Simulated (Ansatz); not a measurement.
Consider the cleavage of the B–Ge bond: `[BH2][GeH2][CH]=O` + `C[SeH]` → `B[Se]C` + `O=[CH][GeH3]`.

Calculated with Ansatz (gas phase, PBE0-D4/def2-TZVP geometries, no zero-point term in ΔE). CCSD(T)/CBS adds triple-zeta CCSD(T) − MP2 to the extrapolated MP2 energy (def2 sets, frozen cores). DFT in def2-TZVPP. B3LYP here is the variant with VWN-RPA as its local correlation; programs differ in this. HSE06 is defined as in plane-wave codes. For Ge, Se outer-core shells are correlated without core-valence functions, which leaves a few kJ/mol of doubt a bond. Scalar relativity is left out up to krypton. One conformer a species, not always the lowest.

```csv
level,ΔE (kJ/mol),difference from CCSD(T)/CBS
LDA (SPW92),-115.0,-5.3
r2SCAN-D4,-109.4,0.3
B97M-V,-111.3,-1.6
PBE0-D4,-109.2,0.5
r2SCANh-D4,-110.0,-0.3
r2SCAN0-D4,-110.4,-0.7
HSE06-D4,-109.1,0.6
BHLYP-D4,-106.8,2.9
CAM-B3LYP-D4,-108.5,1.2
ωB97X-V,-107.0,2.7
B2PLYP,-110.6,-0.9
PBE-QIDH,-112.3,-2.6
PBE,-107.6,2.1
revPBE,-104.4,5.3
BLYP,-104.1,5.6
r2SCAN,-109.4,0.3
PBE0,-108.9,0.8
B3LYP,-106.3,3.4
r2SCANh,-110.1,-0.4
r2SCAN0,-110.5,-0.8
HSE06,-108.9,0.8
BHLYP,-106.3,3.4
CAM-B3LYP,-108.2,1.5
LC-ωPBE,-107.2,2.5
RPA@PBE/def2-TZVPP,-110.2,-0.5
HF/def2-SVP,-102.8,6.9
MP2/def2-SVP,-122.1,-12.4
CCSD/def2-SVP,-113.3,-3.6
CCSD(T)/def2-SVP,-116.7,-7.0
HF/def2-TZVPP,-99.6,10.1
MP2/def2-TZVPP,-116.7,-7.0
SCS-MP2/def2-TZVPP,-111.8,-2.1
CCSD/def2-TZVPP,-106.9,2.8
CCSD(T)/def2-TZVPP,-110.2,-0.5
HF/def2-QZVPP,-99.9,9.8
MP2/def2-QZVPP,-116.6,-6.9
SCS-MP2/def2-QZVPP,-111.9,-2.2
HF/CBS(def2),-99.9,9.8
MP2/CBS(def2),-116.3,-6.6
CCSD/CBS(def2),-106.5,3.2
CCSD(T)/CBS,-109.7,0
```

Largest T1 diagnostic among the species: 0.016.

In def2-TZVPP, CCSD(T) changes the Hartree–Fock value by −10.6 kJ/mol (the triples alone add −3.3 kJ/mol) and MP2 by −17.1 kJ/mol. Leaving LDA and LC-ωPBE aside and taking each functional with its dispersion term where it has one, the values, not all of them listed here, spread over 6.7 kJ/mol, from PBE-QIDH to BLYP-D4. LDA lies −7.4 kJ/mol from PBE without D4.
